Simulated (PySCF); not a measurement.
**Telling isomers of C6H8O5 apart by NMR**

[PySCF 2.14.0 with density-fitted response routines: PBE0/pcSseg-1 with gauge-including orbitals; structure optimised with GFN2-xTB; a single conformation; fast rotation and ring inversion assumed for equivalent nuclei; no relativistic terms; no solvent model]

Referencing at the same level of theory: $^{1}$H (31.72 ppm) and $^{13}$C (186.93 ppm) vs TMS. Where no couplings were computed, multiplicities follow the n + 1 count of equivalent neighbours, and m marks all less simple cases (inequivalent or close neighbours, rings, F or P nearby). Acid and N–H amide carbonyl carbons lie up to 10 ppm further downfield in solution (hydrogen bonding). Shifts are as computed. Against solution values, carbons near 30 ppm lie about +3 ppm off and those near 130 ppm about +5 ppm. Of 1211 compounds with measured shifts, 218 miss one by over three times the rms of a fit or turn the order of signals round; such compounds aren't used in these exercises. OH and NH positions are gas-phase values without hydrogen bonding to other molecules.

(1) Tabulate the signals of `CC(=O)CC(=O)OCC(=O)O`, `CO[C@@H]1OC(=O)C(=O)O[C@H]1C` and their relative energies.

(2) What is the quickest way to tell CC(=O)CC(=O)OCC(=O)O from CO[C@@H]1OC(=O)C(=O)O[C@H]1C?

Results:

(1) 
| SMILES | carbon types | δC | δH | E rel. (kcal/mol) |
| --- | --- | --- | --- | --- |
| CC(=O)CC(=O)OCC(=O)O | 3×C 2×CH2 1×CH3 | 204.2, 175.0, 172.7, 65.1, 54.4, 31.7 | 6.40 (br s, 1H), 4.68 (s, 2H), 3.53 (s, 2H), 2.58 (s, 3H) | 0.0 |
| CO[C@@H]1OC(=O)C(=O)O[C@H]1C | 2×C 2×CH 2×CH3 | 158.8, 157.7, 104.5, 78.2, 58.2, 20.0 | 4.95 (m, 1H), 4.56 (m, 1H), 3.78 (s, 3H), 1.48 (d, 3H) | 21.6 |

Energies are electronic energies at PBE0/pcSseg-1 on these geometries, without zero-point or thermal terms, each for the one conformer computed, which needn't be the lowest.

(2) Both give the same number of carbon signals, but DEPT or the intensities differ. The first has an sp3 CH2 bonded to O, α to a carbonyl at 65.1 ppm, the second an sp3 carbon bearing two oxygens (CH) at 104.5 ppm. Their most deshielded carbons lie at 204.2 and 158.8 ppm.
